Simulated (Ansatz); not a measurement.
`CB(S)O[SiH3]` + CH₃OH → `COB(C)O[SiH3]` + H₂S  (ligand exchange at a B–S bond)

Computed with Ansatz on PBE0-D4/def2-TZVP structures; ΔE is electronic, products minus reactants. CCSD(T)/CBS is the MP2 limit (def2-TZVPP, def2-QZVPP) plus CCSD(T) − MP2 in def2-TZVPP, frozen cores. This one scheme is used for every species. DFT in def2-TZVPP. Each species was taken in one conformer, which may not be the lowest.

```csv
level,ΔE (kJ/mol)
PBE0-D4,-62.8
ωB97X-V,-70.8
B2PLYP,-71.1
PBE,-59.7
HF/def2-TZVPP,-80.5
MP2/def2-TZVPP,-67.7
SCS-MP2/def2-QZVPP,-69.3
HF/CBS(def2),-81.2
```

Task: What does CCSD(T)/CBS give? (Best estimate.)

Result: Computed: -68.8 kJ/mol. The listed levels differ from it by 6.0, -2.0, -2.3, 9.1, -11.7, 1.1, -0.5, -12.4 kJ/mol.

Largest T1 diagnostic among the species: 0.012.

In def2-TZVPP, CCSD(T) changes the Hartree–Fock value by +8.2 kJ/mol (the triples alone add +2.2 kJ/mol) and MP2 by +12.7 kJ/mol. From PBE to PBE0 (25 % exact exchange), in def2-TZVPP and without D4, ΔE moves by −3.0 kJ/mol.
